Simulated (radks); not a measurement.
Charge is removed step by step from the 5s down level of Sr, starting from [Kr] 5s(up 1, down 1). Method: scalar-relativistic Kohn-Sham, PBEsol, spin-polarised, spherical densities, finite nucleus; Fermi nuclear charge, rms radius 4.224 fm; computed with a radial shooting solver on a logarithmic mesh with Libxc functionals.

removed (e)  E - E(0) (eV)  eigenvalue (eV)
0                    0.000           -3.536
0.25                 1.016           -4.593
0.5                  2.297           -5.660
0.75                 3.846           -6.735

The mean slope of the eigenvalue, de/dn, is 4.27 eV per electron.
